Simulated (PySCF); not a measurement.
Species: C₃H₁₄NOPSi₂.
Z-matrix (Å and degrees, PBE0-D3(BJ)/def2-SVP geometry), rows numbered from 1:
```
C 
C   1  1.5223
P   2  1.8181  1  111.01
C   3  1.8077  2  106.61  1   179.60
O   3  1.5011  2  113.66  1   -53.43
N   3  1.6938  2  107.16  1    65.03
Si  6  1.7815  3  111.37  2  -120.86
Si  6  1.7544  3  127.51  2    55.83
H   1  1.0995  2  110.17  3    54.99
H   1  1.0996  2  111.18  3   175.44
H   1  1.1007  2  111.12  3   -64.25
H   2  1.1031  1  111.04  3  -117.64
H   2  1.1032  1  112.18  3   122.70
H   4  1.0995  3  112.05  2   -58.62
H   4  1.0996  3  109.12  2    62.80
H   4  1.0994  3  107.67  2  -179.37
H   7  1.4867  6  113.15  3   -65.43
H   7  1.5010  6  101.96  3   178.74
H   7  1.4871  6  113.04  3    63.16
H   8  1.4923  6  111.31  3   123.99
H   8  1.4935  6  111.60  3  -114.15
H   8  1.4952  6  107.47  3     4.80
```

Level: PBE0/pcSseg-1 in PySCF, non-relativistic, on one gas-phase PBE0-D3(BJ)/def2-SVP geometry that isn't relaxed in the solvent. The solvent is an IEF-PCM continuum (cavity from Bondi-type radii × 1.2). Specific hydrogen bonds and non-electrostatic terms are outside this model.

Gas phase at PBE0/pcSseg-1: HOMO -7.61 eV, LUMO 0.09 eV, dipole 3.62 D.

Q: What does the continuum do to the energy, the frontier levels and the dipole at PBE0/pcSseg-1 in benzene and methanol?

A: 
| solvent | ε | E(solvent) − E(gas) (kcal/mol) | polarisation term (kcal/mol) | distortion of the solute (kcal/mol) | HOMO (eV) | LUMO (eV) | dipole (D) |
| --- | --- | --- | --- | --- | --- | --- | --- |
| benzene | 2.271 | -3.43 | -3.72 | 0.29 | -7.59 | 0.19 | 4.21 |
| methanol | 32.61 | -7.72 | -9.40 | 1.68 | -7.58 | 0.27 | 5.12 |

Polarisation term: ½ Σ q·V over the induced surface charges. Distortion: the rise of the solute's own energy as its density leaves the gas-phase optimum. From benzene to methanol the lowering changes by a factor 2.25, Onsager's factor (ε − 1)/(2ε + 1) by 2.08 and ε itself by 14.4.

Q: Which radius a makes the point-dipole formula ΔE = −[(ε − 1)/(2ε + 1)]·μ²/a³ give the value in methanol, with the gas-phase dipole?

A: μ = 1.423 au and |ΔE| = 0.01231 Eh give a = 2.27 Å; the farthest nucleus lies 3.49 Å from the centroid of the nuclei, so such a sphere wouldn't even hold the nuclei. The formula assumes a rigid point dipole at the centre of a sphere.

Q: Which IAO charges (PBE0/pcSseg-1) respond most in benzene (means over atoms taken as equivalent)?

A: 
| atoms | environment | gas (e) | solvent (e) | change |
| --- | --- | --- | --- | --- |
| O5 | phosphoryl oxygen | -0.920 | -0.942 | -0.022 |
| H13 | methylene hydrogen | +0.145 | +0.150 | +0.005 |
| H12 | methylene hydrogen | +0.155 | +0.160 | +0.005 |
| H14/H15/H16 | methyl hydrogen | +0.167 | +0.171 | +0.004 |
| P3 | phosphoryl phosphorus | +1.624 | +1.627 | +0.003 |
| C1 | methyl carbon | -0.409 | -0.410 | -0.001 |
| N6 | nitrogen bridging silicon atoms | -1.021 | -1.020 | +0.001 |
| C4 | sp3 carbon bound to phosphorus | -0.689 | -0.690 | -0.001 |
| Si7/Si8 | SiH3 silicon | +0.717 | +0.718 | +0.001 |
| H9/H10/H11 | methyl hydrogen | +0.148 | +0.147 | -0.001 |
| H17 (×6) | Si–H hydrogen | -0.125 | -0.125 | 0.000 |
| C2 | sp3 carbon bound to phosphorus | -0.513 | -0.513 | 0.000 |

Q: Which Mayer bond orders change most in benzene?

A: 
```
   bond  length (Å)    gas  solvent  change
  P3–O5       1.501  1.762    1.727  -0.035
  P3–C4       1.808  0.999    1.010  +0.011
  C2–P3       1.818  0.934    0.942  +0.008
 N6–Si7       1.781  0.813    0.820  +0.007
 N6–Si8       1.754  0.855    0.850  -0.005
Si7–H18       1.501  0.901    0.906  +0.005
  P3–N6       1.694  0.872    0.876  +0.004
Si8–H22       1.495  0.928    0.932  +0.004
```

On one thread, Arm Neoverse V2 (aarch64), shared host with 96 logical CPUs at a one-minute load of 47, this took 49 s and 1.2 GiB of memory at its peak. This is the whole shielding run at PBE0/pcSseg-1 in methanol, SCF included.
